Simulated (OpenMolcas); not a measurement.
Lu+: effect of the level shift or regulariser

```yaml
Program: OpenMolcas 26.06
Basis: ANO-RCC-VQZP [9s8p6d4f3g2h]
Scalar_Hamiltonian: DKH2, point nucleus
Active_space: 2 electrons in 6 orbitals (5d 6s)
State_averaging: 2S+1 = 1 even, 20 roots; 2S+1 = 3 even, 15 roots kept (CI in the orbitals of an earlier block)
Spin-orbit_coupling: state interaction with AMFI integrals over the reference wave functions, term energies averaged over their components
```

Methods on the same reference wave functions:
A. CASSCF
B. MS-CASPT2, IPEA 0.25 Eh, imaginary shift 0.1 Eh (closed shells correlated: 5s 5p)
C. MS-CASPT2, IPEA 0.25 Eh, real shift 0.2 Eh (closed shells correlated: 5s 5p)

Energies in cm-1 above 6s2 1S0, the measured ground level; measured values from NIST Handbook of Basic Atomic Spectroscopic Data.

```
         Level      A      B      C  Measured
       6s2 1S0    0.0    0.0    0.0       0.0
     5d 6s 3D1   8769  11240  11190     11796
     5d 6s 3D2   9549  11850  11850     12435
     5d 6s 3D3  11263  13730  13680     14199
     5d 6s 1D2  15683  15950  16290     17333
       5d2 3F2  25735  28500  28490     29407
       5d2 3F3  27359  30320  30280     30889
       5d2 3F4  29232  32150  32110     32504
       5d2 3P0  34090  36070  36020     35652
       5d2 3P1  34582  36560  36520     36557
5d2 3P2 [74 %]  34998  38300  38340     38575
       5d2 1G4  37452  38400  38410
```

Deviations, from unrounded energies. A percentage is the sum of absolute deviations over the sum of measured energies, with the sign that they share, or ± where signs differ.

| Against measurement | Levels | A | B | C |
| --- | --- | --- | --- | --- |
| mean absolute deviation (cm-1) | 10 | 2800 | 550 | 530 |
| other configurations (%) | 10 | -10.8 | ±2.1 | ±2.1 |

B, C lie about equally close to measurement and A furthest from it. The largest miss of C in the table is 5d 6s 1D2, by -1000 cm-1. The ranking rests on the paired levels alone, and a cruder setting can come out closer through cancelling errors.

Between B and C the level of the table that moves most is 5d 6s 1D2, by 340 cm-1 (lowest in B, highest in C). Moves below CASPT2's spread within the term are not significant.

The mean deviations of B to C differ by less than CASPT2's widest spread within a term (730 cm-1), so their order carries little weight.

The lowest spin-free term lies below A's lowest term by 0.230 hartree in B, 0.229 hartree in C.

CASPT2 does not keep the components of a term degenerate, so their means are used; among the terms shown or strongly mixed into the levels shown the widest spread is 730 cm-1 (5d2 1G, B). Terms from blocks run as CI alone lack orbitals of their own. A single d shell beside an s shell can misplace configurations of different d count against each other. Without dynamic correlation excited terms often stand tens of per cent too high (terms of higher spin than the ground term too low), and those without a measured partner can miss by more than the paired ones (holds for A). Measured partners are found by configuration, term and J. A level has none where our copy of the source lacks it or the pairing is in doubt (some pairs that miss far off the trend of their configuration count as doubtful), and it then counts in no deviation. Only configurations of the active space appear. Levels that lie high or do not pair safely by name in every column are left out.

A share in square brackets marks a mixed level and gives the weight of the term that names it, the lowest over the columns.
